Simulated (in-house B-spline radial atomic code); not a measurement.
Cd²⁺. Computed with a B-spline radial atomic code. Model: non-relativistic spherical atom: semilocal Troullier-Martins pseudo-atom, one channel per l, against all electrons, high spin, G0W0 and RPA with empty states to l = 8, local potential for every l without a channel, a model core (radius 0 = none) keeps its share of the functional.

Without relativity these are model numbers for so heavy an element.

What the tables leave out is listed at the end.

The pseudopotential gives back the lowest level of each angular momentum of its own functional in the configuration it was made in; a second state of the same l is only approximately right. Exact exchange, RPA and GW see the smooth pseudo-orbitals and miss the exchange with the core, for which the functional's share stands in. The column with an uncorrelated core keeps all orbitals and exact exchange, and so separates missing core correlation from pseudisation. Only the three outermost levels and the lowest empty one were computed. RPA here is direct RPA, with no exchange kernel, and its energies carry an (l + 1/2)⁻⁴ tail. A hybrid on a potential with a model core restores only its own semilocal share of the core's exchange.

Command:
```bash
python run_psgw.py task.json out
```
Settings (lengths in bohr, energies in hartree):
```
Z                      48
electrons              46
configuration          [Kr] 4d10
generated_in           [Kr] 4d10 5s2
functional             pbe,pbe
core_shells            8
radius_factor          1.15
core_correction        True
```

Time taken, with all properties: 19 s on 1 thread of Intel(R) Xeon(R) Platinum 8259CL CPU @ 2.50GHz (Skylake/Cascade Lake), on a shared host.

Given: made with PBE; model core radius 0.803 bohr; local radius 1.46 bohr; mean-field start PBE.

Valence shells of the generating configuration: 4d, 5s.

Channel: s 2.806, p 3.4, d 1.118 (radii in bohr).

Computed: largest level miss in the spin-unpolarised generating configuration 0.001 eV; valence RPA correlation energy all-electron orbitals -0.55749 hartree; valence RPA correlation energy pseudo -0.89513 hartree; all-electron RPA polarisability, core included 4.8537 bohr³.

```
     level  occupied  mean-field all-electron (eV)  mean-field pseudo minus all (eV)  G0W0 all-electron (eV)  G0W0 uncorrelated core minus all (eV)  G0W0 pseudo minus all (eV)  exchange self-energy all-electron (eV)  exchange self-energy pseudo (eV)
        4d         1                       -30.855                             0.012                 -38.348                                 -0.322                       3.507                                 -39.549                           -24.621
5s (empty)         0                       -20.287                            -0.073                 -16.371                                  0.062                      -0.655                                 -3.9912                           -2.8224
```

Question: What is the pseudo-atom RPA polarisability?

Answer: 5.1309 bohr³.

Given: mean-field start PBE0.

Computed: valence RPA correlation energy all-electron orbitals -0.52743 hartree; valence RPA correlation energy pseudo -0.86164 hartree; pseudo-atom RPA polarisability 5.0837 bohr³.

```csv
level,occupied,mean-field all-electron (eV),mean-field pseudo minus all (eV),G0W0 all-electron (eV),G0W0 uncorrelated core minus all (eV),G0W0 pseudo minus all (eV),exchange self-energy all-electron (eV),exchange self-energy pseudo (eV)
4d,1,-33.084,1.336,-38.476,-0.318,3.664,-39.65,-24.3
5s (empty),0,-18.901,-0.387,-16.229,0.061,-0.856,-3.709,-2.7606
```

Question: What is the all-electron RPA polarisability, core included?

Answer: 4.3181 bohr³.

Among the listed levels the largest G0W0 shift of the pseudo-atom is +3.66 eV, for 4d on the PBE0 start, while leaving the core uncorrelated moves that level by -0.32 eV. So pseudisation and the lost core exchange, not the missing core correlation, make the error. Not in the tables (levels of low weight, unsolved or above zero; the highest and the empty levels are kept at any weight): no Hartree-Fock pseudo-atom is run with a model core.
